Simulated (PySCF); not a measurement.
C3H10OSi2.
SMILES: `[Si@H](C)(/C=C/[SiH3])O`

The closed-shell SCF was solved with PySCF and density fitting under several settings on one GFN2-xTB geometry (grid level 2 and gas phase unless stated).

```tsv
settings	basis functions	SCF cycles	E (Eh)	HOMO (eV)	LUMO (eV)	dipole (D)
PBE0/pcSseg-1	166	13	-774.0527	-7.90	-0.73	0.70
PBE0/def2-SVPD	211	13	-773.7850	-7.91	-0.80	0.58
PBE0/6-31G*, start guess huckel, fitting basis def2-universal-jkfit	112	13	-774.0445	-7.66	-0.40	0.64
PBE0/def2-SVPD, IEF-PCM acetone	211	13	-773.7916	-7.81	-0.69	0.82
PBE/pcSseg-1	166	15	-773.9776	-6.69	-1.68	0.59
PBE0/IGLO-II	218	13	-774.1283	-7.88	-0.75	0.66
```

Problem. Estimate the row for these settings: PBE0/Sadlej pVTZ, grid level 4, energy threshold 1e-11 Eh.

Solution. 
```
                                                 settings  basis functions  SCF cycles     E (Eh)  HOMO (eV)  LUMO (eV)  dipole (D)
PBE0/Sadlej pVTZ, grid level 4, energy threshold 1e-11 Eh              250          12  -774.1397      -7.86      -0.79        0.53
```

Problem. Over all rows, what range does the HOMO–LUMO gap span?

Solution. From 5.01 eV (PBE/pcSseg-1) to 7.26 eV (PBE0/6-31G*, start guess huckel, fitting basis def2-universal-jkfit). The functional of the narrowest has no exact exchange, that of the widest 25 % exact exchange.

Problem. And the dipole moment?

Solution. From 0.53 D (PBE0/Sadlej pVTZ, grid level 4, energy threshold 1e-11 Eh) to 0.82 D (PBE0/def2-SVPD, IEF-PCM acetone); the largest is 1.55 times the smallest, and the median is 0.64 D.

Problem. Compare two rows with the functional PBE0: PBE0/IGLO-II and PBE0/pcSseg-1. Which energy is lower, and by how much?

Solution. PBE0/IGLO-II (218 functions) lies 0.0756 Eh or 47 kcal/mol below PBE0/pcSseg-1 (166 functions).

Cycle counts include a coarse-grid stage where the run had one. All basis functions are spherical, in the Pople sets too. One conformer (not necessarily the lowest) at the GFN2-xTB geometry, without vibrations or thermal averaging.

Conformer computed: `[CH3:1][Si@H:2]([OH:3])/[CH:4]=[CH:5]/[SiH3:6]`: C1–Si2–C4–C5 111°, H–O3–Si2–C1 -174°.
